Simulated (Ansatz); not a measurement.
Relaxation of AlBCl₃H₃O (9 atoms, charge 0, multiplicity 1), to a largest force component of 0.03 eV/Å in at most 50 steps.

These are results of Ansatz, RKS B3LYP-D4/def2-SVP, not measurements.

```xyz
9
Properties=species:S:1:pos:R:3:forces:R:3
B 0.182 0.147 -0.029 -0.35 0.16 1.13
Cl -0.422 0.717 1.590 0.36 -0.21 -1.05
Cl 1.853 0.296 -0.462 -0.03 0.00 0.01
Cl -1.035 -0.293 -1.259 0.00 -0.01 0.00
O 0.180 -2.262 0.958 -0.28 0.55 0.55
Al -0.882 -2.991 -0.208 -0.01 0.02 0.08
H -0.154 -3.633 -1.448 0.00 0.00 0.00
H -2.414 -3.160 0.147 0.02 -0.01 -0.02
H -0.132 -1.834 1.784 0.28 -0.51 -0.71
```

Question: Where does it end, and by what steps?

Answer: The run converged. After 29 steps the energy has fallen by 1.406 eV; Cl4 moved furthest, 1.18 Å. Parted: B1–Cl4 (1.79 → 3.55 Å). Joined: B1–O5 (2.60 → 1.39 Å), Cl4–Al6 (2.90 → 2.15 Å).

```json
{"step": "0", "energy less start (eV)": "0.0000", "largest force component (eV/Å)": "1.126", "accepted": "yes"}
{"step": "2", "energy less start (eV)": "-0.1470", "largest force component (eV/Å)": "1.816", "accepted": "yes"}
{"step": "4", "energy less start (eV)": "-0.7230", "largest force component (eV/Å)": "2.459", "accepted": "yes"}
{"step": "6", "energy less start (eV)": "-1.1053", "largest force component (eV/Å)": "1.036", "accepted": "yes"}
{"step": "8", "energy less start (eV)": "-1.0494", "largest force component (eV/Å)": "1.003", "accepted": "no"}
{"step": "10", "energy less start (eV)": "-1.1948", "largest force component (eV/Å)": "0.044", "accepted": "yes"}
{"step": "12", "energy less start (eV)": "-1.1972", "largest force component (eV/Å)": "0.070", "accepted": "yes"}
{"step": "14", "energy less start (eV)": "-1.1987", "largest force component (eV/Å)": "0.235", "accepted": "yes"}
{"step": "16", "energy less start (eV)": "-1.2024", "largest force component (eV/Å)": "0.467", "accepted": "yes"}
{"step": "18", "energy less start (eV)": "-1.2058", "largest force component (eV/Å)": "1.650", "accepted": "yes"}
{"step": "20", "energy less start (eV)": "-1.3206", "largest force component (eV/Å)": "0.611", "accepted": "yes"}
{"step": "22", "energy less start (eV)": "-1.3784", "largest force component (eV/Å)": "0.233", "accepted": "yes"}
{"step": "24", "energy less start (eV)": "-1.3977", "largest force component (eV/Å)": "0.115", "accepted": "yes"}
{"step": "26", "energy less start (eV)": "-1.4043", "largest force component (eV/Å)": "0.064", "accepted": "yes"}
{"step": "28", "energy less start (eV)": "-1.4059", "largest force component (eV/Å)": "0.082", "accepted": "yes"}
{"step": "29", "energy less start (eV)": "-1.4065", "largest force component (eV/Å)": "0.025", "accepted": "yes"}
```

```xyz
9
Properties=species:S:1:pos:R:3
B 0.581 -0.334 0.738
Cl 0.367 0.880 1.980
Cl 1.695 -0.158 -0.578
Cl -1.883 -0.973 -1.730
O -0.152 -1.506 0.826
Al -0.994 -2.637 -0.695
H 0.242 -3.325 -1.390
H -1.960 -3.398 0.311
H -0.721 -1.561 1.612
```

Time of the run: 55 s on 4 threads of Arm Neoverse V2, with other jobs on the host, peak memory 0.3 GiB.
